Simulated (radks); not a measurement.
Task: Radial electron density D(r) = 4 pi r^2 rho(r) of an atom or ion with 66 electrons. Method: Dirac Kohn-Sham, BLYP, spin-unpolarised, spherical densities, point nucleus; computed with a radial shooting solver on a logarithmic mesh with Libxc functionals.

```
   r/bohr * D(r) (the largest magnitude, 115, reaches the edge; | marks zero)
 0.003468 |              *
 0.005051 |                      *
 0.007415 |                                *
   0.0108 |                                        *
  0.01586 |                                          *
  0.02309 |                                       *
   0.0339 |                                       *
  0.04938 |                                                  *
   0.0725 |                                                      *
   0.1056 |                                           *
    0.155 |                                              *
   0.2258 |                                          *
   0.3315 |                     *
   0.4828 |                         *
   0.7088 |                *
    1.032 |      *
    1.516 |   *
    2.207 |*
    3.241 *
     4.72 *
    6.929 *
    10.09 *
    14.82 *
    21.58 *
    31.68 *
    46.14 *
    67.75 *
```

What is the nuclear charge?

Result: Z = 66. The innermost maximum, from 1s, lies near gamma/Z bohr with gamma = sqrt(1 - (Z/c)^2) = 0.876, here 0.0133 bohr (found: 0.0146), and its height grows with Z. The density is that of neutral dysprosium in [Xe] 4f10 6s1 7f1; the configuration itself is not fixed sharply by these data, and Z only to a few units. D(r) has 6 maxima, at r = 0.0146, 0.0648, 0.180, 0.494, 22.8, 46.1 bohr, and minima at 0.0282, 0.119, 0.353 bohr, inside which lie 2.01, 11.19, 29.46 electrons.
